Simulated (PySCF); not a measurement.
**Shapes and spin states of Te3**

Level of theory: PySCF, B3LYP, basis Te def2-TZVP with ECP28 (scalar-relativistic core potentials, no spin–orbit coupling, density fitting).

Relaxations began from a few typed shapes and spin states; open shells are unrestricted. The search is not exhaustive: other isomers or separated fragments can lie lower, and high-lying points may rest on an excited occupation.

Problem. Which is the lowest minimum found?
A. singlet (closed shell, unstable to spin polarisation) D∞h: Te–Te 2.721 Å (×2); Te–Te–Te 180.0°
B. triplet C2v: Te–Te 2.664 Å (×2); Te–Te–Te 119.8°
C. singlet D3h: Te–Te 2.768 Å (×3); Te–Te–Te 60.0° (×3)
D. triplet D∞h: Te–Te 2.689 Å (×2); Te–Te–Te 180.0°
E. triplet C2v: Te–Te 2.772 Å (×2), Te–Te 3.171 Å; Te–Te–Te 55.1° (×2), Te–Te–Te 69.8°
F. singlet (closed shell, unstable to spin polarisation) C2v: Te–Te 2.610 Å (×2); Te–Te–Te 115.1°

Solution. C. The others lie at 26.5 (singlet C2v), 80.3 (triplet C2v), 99.2 (triplet C2v), 159.8 (triplet D∞h, a saddle point), 184.2 (singlet D∞h, a saddle point) kJ/mol above it.

The electron or spin density has lower symmetry than the nuclear frame for the triplet D∞h at 159.8 kJ/mol.
